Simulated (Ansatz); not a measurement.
(1) Predict a relaxed structure of `CCCCCCCCCC`, charge 0, singlet, at PBE-D4/def2-SVP (Ansatz).

## Answers

(1) 
Cartesian coordinates in Å:
```
C -0.718 -0.312 -5.319
C -0.175 0.083 -3.945
C -0.998 -0.470 -2.778
C -0.465 -0.078 -1.398
C -1.289 -0.646 -0.238
C -0.828 -0.209 1.159
C 0.573 -0.698 1.550
C 0.970 -0.402 3.003
C 1.096 1.086 3.350
C 1.564 1.333 4.785
H -0.740 -1.416 -5.442
H -0.101 0.103 -6.142
H -1.756 0.054 -5.463
H -0.130 1.192 -3.865
H 0.878 -0.265 -3.844
H -1.041 -1.581 -2.853
H -2.054 -0.126 -2.877
H 0.593 -0.411 -1.312
H -0.435 1.033 -1.316
H -1.281 -1.759 -0.296
H -2.352 -0.348 -0.377
H -0.872 0.901 1.222
H -1.557 -0.582 1.912
H 1.333 -0.251 0.871
H 0.626 -1.796 1.379
H 1.941 -0.901 3.220
H 0.230 -0.875 3.690
H 1.804 1.566 2.636
H 0.120 1.594 3.189
H 2.559 0.875 4.969
H 1.647 2.415 5.012
H 0.859 0.890 5.520
```
 This is one stationary point.
